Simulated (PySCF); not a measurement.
NaF, SMILES [F][Na]. Heavy atoms are numbered as in [Na:1][F:2].

Coordinates come from a B3LYP-D3(BJ)/def2-TZVPD optimisation.

Computed with PySCF with r2SCAN/def2-TZVPD.

Mulliken values depend strongly on the basis, most of all with diffuse functions as here. Atomic charges (e), one atom of each kind:

```tsv
atom	IAO	Mulliken
Na1	0.92	0.94
F2	-0.92	-0.94
```
